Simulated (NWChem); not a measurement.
Program: NWChem. System: formate (CHO2 (-1)), charge -1, spin multiplicity 1, at a geometry optimised with PBE0/def2-SVP. Level: PBE0/def2-TZVPD.

Job file:

```
start mol
memory heap 200 mb stack 800 mb global 1000 mb
charge -1
geometry units angstroms nocenter noautoz
  O      1.132028     0.000000    -0.206506
  C      0.000000     0.000000     0.305218
  O     -1.132028     0.000000    -0.206506
  H      0.000000     0.000000     1.472789
  symmetry group C2v
end
basis spherical
  * library def2-tzvpd
end
dft
  xc pbe0
  semidirect memsize 60000000 filesize 0
  iterations 100
end
task dft energy
```

NWChem printed:

```
             Northwest Computational Chemistry Package (NWChem) 7.3.0
             --------------------------------------------------------

                                NWChem Input Module
                                -------------------

 Scaling coordinates for geometry "geometry" by  1.889725989
 (inverse scale =  0.529177249)

 Turning off AUTOSYM since
 SYMMETRY directive was detected!

                             Geometry "geometry" -> ""
                             -------------------------

 Output coordinates in angstroms (scale by  1.889725989 to convert to a.u.)

  No.       Tag          Charge          X              Y              Z
 ---- ---------------- ---------- -------------- -------------- --------------
    1 O                    8.0000     1.13202800     0.00000000    -0.20650600
    2 C                    6.0000     0.00000000     0.00000000     0.30521800
    3 O                    8.0000    -1.13202800     0.00000000    -0.20650600
    4 H                    1.0000     0.00000000     0.00000000     1.47278900

 Effective nuclear repulsion energy (a.u.)      62.7509648857

            Nuclear Dipole moment (a.u.)
            ----------------------------
        X                 Y               Z
 ---------------- ---------------- ----------------
     0.0000000000     0.0000000000     0.0000018897

      Symmetry information
      --------------------

 Group name             C2v
 Group number             16
 Group order               4
 No. of unique centers     3

      Symmetry unique atoms

     1    2    4


 Summary of "ao basis" -> "" (spherical)
 ------------------------------------------------------------------------------
       Tag                 Description            Shells   Functions and Types
 ---------------- ------------------------------  ------  ---------------------
 *                         def2-tzvpd                 on all atoms

                                 NWChem DFT Module
                                 -----------------

 Summary of "ao basis" -> "ao basis" (spherical)
 ------------------------------------------------------------------------------
[...]
              MO Center=  5.2D-14,  2.4D-18,  1.3D-01, r^2= 2.3D+00
   Bfn.  Coefficient  Atom+Function         Bfn.  Coefficient  Atom+Function
  ----- ------------  ---------------      ----- ------------  ---------------
    45      0.339774  2 C  s                  9     -0.294384  1 O  pz
    86     -0.294384  3 O  pz                12     -0.245474  1 O  pz
    89     -0.245474  3 O  pz               119      0.229282  4 H  s
    46      0.215950  2 C  s                 15     -0.187756  1 O  pz
    55      0.187244  2 C  pz                92     -0.187756  3 O  pz

 Vector   13  Occ=0.000000D+00  E= 1.721277D-01  Symmetry=a1
              MO Center=  8.4D-15, -8.8D-16,  2.2D-01, r^2= 1.4D+01
   Bfn.  Coefficient  Atom+Function         Bfn.  Coefficient  Atom+Function
  ----- ------------  ---------------      ----- ------------  ---------------
    46      7.861534  2 C  s                  6     -5.477892  1 O  s
    83     -5.477892  3 O  s                 45      4.728881  2 C  s
    55     -1.467128  2 C  pz                16      1.291371  1 O  px
    93     -1.291371  3 O  px                 5     -0.875778  1 O  s
    82     -0.875778  3 O  s                 44      0.718083  2 C  s

 Vector   14  Occ=0.000000D+00  E= 1.984536D-01  Symmetry=b1
              MO Center=  2.2D-14,  7.4D-16, -2.5D-01, r^2= 1.7D+01
   Bfn.  Coefficient  Atom+Function         Bfn.  Coefficient  Atom+Function
  ----- ------------  ---------------      ----- ------------  ---------------
     6      5.092261  1 O  s                 83     -5.092261  3 O  s
    16     -2.408471  1 O  px                93     -2.408471  3 O  px
    53     -2.187765  2 C  px                 5      1.143913  1 O  s
    82     -1.143913  3 O  s                 69     -0.984424  2 C  d  1
    13     -0.696908  1 O  px                90     -0.696908  3 O  px

 Vector   15  Occ=0.000000D+00  E= 2.003824D-01  Symmetry=a1
              MO Center= -4.6D-16, -4.1D-18,  1.2D-01, r^2= 1.2D+01
   Bfn.  Coefficient  Atom+Function         Bfn.  Coefficient  Atom+Function
  ----- ------------  ---------------      ----- ------------  ---------------
   120      7.406007  4 H  s                 45     -3.211690  2 C  s
    55     -3.104603  2 C  pz                 6     -2.514092  1 O  s
    83     -2.514092  3 O  s                 46      1.998259  2 C  s
   126     -1.900381  4 H  pz                68     -1.426401  2 C  d  0
    18     -1.192126  1 O  pz                95     -1.192126  3 O  pz

 center of mass
 --------------
 x =   0.00000000 y =   0.00000000 z =  -0.06127905

 moments of inertia (a.u.)
 ------------------
          16.501378671393           0.000000000000           0.000000000000
           0.000000000000         162.895556828411           0.000000000000
           0.000000000000           0.000000000000         146.394178157018

     Multipole analysis of the density
     ---------------------------------

     L   x y z        total         alpha         beta         nuclear
     -   - - -        -----         -----         ----         -------
     0   0 0 0     -1.000000    -12.000000    -12.000000     23.000000

     1   1 0 0     -0.000000     -0.000000     -0.000000      0.000000
     1   0 1 0     -0.000000     -0.000000     -0.000000      0.000000
     1   0 0 1      0.476607      0.238302      0.238302      0.000002

     2   2 0 0    -21.691731    -47.456056    -47.456056     73.220382
     2   1 1 0      0.000000      0.000000      0.000000      0.000000
     2   1 0 1      0.000000      0.000000      0.000000      0.000000
     2   0 2 0    -14.279119     -7.139559     -7.139559      0.000000
     2   0 1 1      0.000000      0.000000      0.000000      0.000000
     2   0 0 2    -15.960544    -14.069600    -14.069600     12.178655

 Task  times  cpu:        3.8s     wall:        3.8s

 Total times  cpu:        3.8s     wall:        3.8s
```
